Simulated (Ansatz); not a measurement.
Harmonic frequencies (cm⁻¹) at PBE0-D4/def2-TZVP from Ansatz: 83, 123, 144, 182, 293, 436, 455, 498, 592, 657, 737, 786, 945, 1040, 1182, 1195, 1226, 1301, 1476, 1482, 1493, 1891, 2309, 3075, 3157, 3192, 3499.

Which molecule is it?
A. `CC(C)C#N`
B. `C#CCOC`
C. `CCCO`
D. `C#COC(=O)OC`

D.
